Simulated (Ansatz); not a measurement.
Total energies of C$_{2}$H$_{4}$BBrSn (`BrC1=C[B]1[SnH3]`).

```xyz
9

Br   -0.635    0.823    3.372
C     0.156    0.332    1.777
C     1.346   -0.024    1.287
B     0.209    0.035    0.338
Sn   -0.677   -0.189   -1.677
H     2.371   -0.186    1.589
H    -1.961    0.908   -1.919
H     0.484    0.072   -2.901
H    -1.292   -1.771   -1.866
```

Total charge 0; spin multiplicity 1. Correlated methods include outer-core shells of Br, Sn, which these sets cover unevenly. Scalar relativity is left out up to krypton. Sn takes the def2 core potential. The structure was optimised at the PBE0-D4/def2-TZVP level. Basis def2-TZVPP, the Gaussian-basis code of Ansatz.

RPA on PBE orbitals: Hartree–Fock energy of these orbitals -2888.40801 Eh, correlation -1.54747 Eh (frozen core).

```tsv
functional	energy without D4 (Eh)	D4 term (kJ/mol)
B97M-V	-2891.44091	–
ωB97M-V	-2891.63752	–
```

(1) Give the same for LDA (SPW92), PBE, revPBE, BLYP, r2SCAN, PBE0, B3LYP, r2SCANh, r2SCAN0, HSE06 (plane-wave form), BHLYP, CAM-B3LYP, LC-ωPBE, ωB97X-V, B2PLYP, PBE-QIDH. (Best estimate.)

B3LYP takes the VWN-RPA correlation (the form of Gaussian; ORCA's B3LYP/G). HSE06 is the plane-wave form, built on full-range PBE exchange. The double hybrids freeze the cores in their second-order part.

Results:

(1) Computed: 
| functional | energy without D4 (Eh) | D4 term (kJ/mol) |
| --- | --- | --- |
| LDA (SPW92) | -2886.96894 | – |
| PBE | -2891.34048 | -22.4 |
| revPBE | -2891.67553 | -59.2 |
| BLYP | -2891.79693 | -48.2 |
| r2SCAN | -2891.87845 | -5.4 |
| PBE0 | -2891.45424 | -19.3 |
| B3LYP | -2891.98453 | -36.7 |
| r2SCANh | -2891.86227 | -5.9 |
| r2SCAN0 | -2891.83948 | -6.6 |
| HSE06 (plane-wave form) | -2891.45038 | -18.3 |
| BHLYP | -2891.73401 | -31.1 |
| CAM-B3LYP | -2891.92017 | -20.1 |
| LC-ωPBE | -2891.47597 | – |
| ωB97X-V | -2891.59671 | – |
| B2PLYP | -2891.18550 | – |
| PBE-QIDH | -2890.92907 | – |

LC-ωPBE has ω = 0.4 bohr⁻¹.
